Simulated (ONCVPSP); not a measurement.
**Which change was made? (Be, ONCV)**

ONCVPSP 4.0.1 input, shortened (lines: element, Z, core and valence counts, functional; n l f; lmax; l rc ep ncon nbas qcut; lloc lpopt rc5 dvloc0; l nproj debl; icmod fcfact rcfact), PBE, scalar-relativistic:

```
  Be 4.00    0    2        4      upf
    1    0    2.00
    2    0    2.00
    2
    0    0.65    0.00    5    9   19.80
    1    0.50    0.06    4    7   19.70
    2    0.50    0.02    3    7   16.20
    4    2    0.40   -1.00
    0    3    1.90
    1    2    1.30
    2    2    0.80
    0    0.00    0.00
```

Cutoffs, loose and tight: the cutoffs (Ha) at which the residual kinetic energy of the hardest occupied pseudo-wave falls to 1 and 0.1 mHa per electron. They do not see the model core or the augmentation charge, which bear on the density cutoff. Test errors are all-electron minus pseudo excitation energies from the reference, over the configurations 1s2 2s1; 1s2 2s0; 1s2 2s1.5; 1s1 2s2; variants that change the core or the reference have their own tests.

The base gives: outcome: generated; cutoff, loose: 142 Ha; cutoff, tight: 167 Ha; bound ghosts: none; GHOST(+) flags above zero: d; largest test error (meV): +356.

Task: After one change the result is: outcome: generated; cutoff, loose: 142 Ha; cutoff, tight: 167 Ha; bound ghosts: d; GHOST(+) flags above zero: d; largest test error (meV): +356. Which change was it?
A. d: nproj 3
B. all radii scaled by about 1.16 (s 0.76, p 0.58, d 0.58 bohr); local potential polynomial inside 0.48 bohr (lpopt 2, dvloc0 -1 Ha)
C. s: qcut 16.3
D. core [He], valence charge 2; reference 2s2; waves now 2s: rc 1.95 bohr, ncon 4, nbas 8, qcut 2.8 1/bohr, 2 projectors, debl 1.1 Ha; p scattering state at 0.26 Ha: rc 1.65 bohr, ncon 4, nbas 9, qcut 5.2 1/bohr, 2 projectors, debl 2.2 Ha; d scattering state at 0.27 Ha: rc 1.65 bohr, ncon 5, nbas 8, qcut 5.1 1/bohr, 2 projectors, debl 1.6 Ha; local potential polynomial inside 1.60 bohr (lpopt 1, dvloc0 4 Ha); core correction polynomial model core, fcfact 0.45
E. s: qcut 29; p: qcut 28.9; d: qcut 23.8

Result: A. The others give: all radii scaled by about 1.16 (s 0.76, p 0.58, d 0.58 bohr); local potential polynomial inside 0.48 bohr (lpopt 2, dvloc0 -1 Ha) → outcome: generated; cutoff, loose: 124 Ha; cutoff, tight: 147 Ha; bound ghosts: d; GHOST(+) flags above zero: d; largest test error (meV): +536 | s: qcut 16.3 → outcome: generated; cutoff, loose: 118 Ha; cutoff, tight: 205 Ha; bound ghosts: none; GHOST(+) flags above zero: s, d; largest test error (meV): +484 | core [He], valence charge 2; reference 2s2; waves now 2s: rc 1.95 bohr, ncon 4, nbas 8, qcut 2.8 1/bohr, 2 projectors, debl 1.1 Ha; p scattering state at 0.26 Ha: rc 1.65 bohr, ncon 4, nbas 9, qcut 5.2 1/bohr, 2 projectors, debl 2.2 Ha; d scattering state at 0.27 Ha: rc 1.65 bohr, ncon 5, nbas 8, qcut 5.1 1/bohr, 2 projectors, debl 1.6 Ha; local potential polynomial inside 1.60 bohr (lpopt 1, dvloc0 4 Ha); core correction polynomial model core, fcfact 0.45 → outcome: generated, projector energies reset by the program; cutoff, loose: 5.7 Ha; cutoff, tight: 38 Ha; bound ghosts: none; GHOST(+) flags above zero: s; largest test error (meV): -5.8 | s: qcut 29; p: qcut 28.9; d: qcut 23.8 → outcome: generated; cutoff, loose: 174 Ha; cutoff, tight: 212 Ha; bound ghosts: d; GHOST(+) flags above zero: d; largest test error (meV): +252.
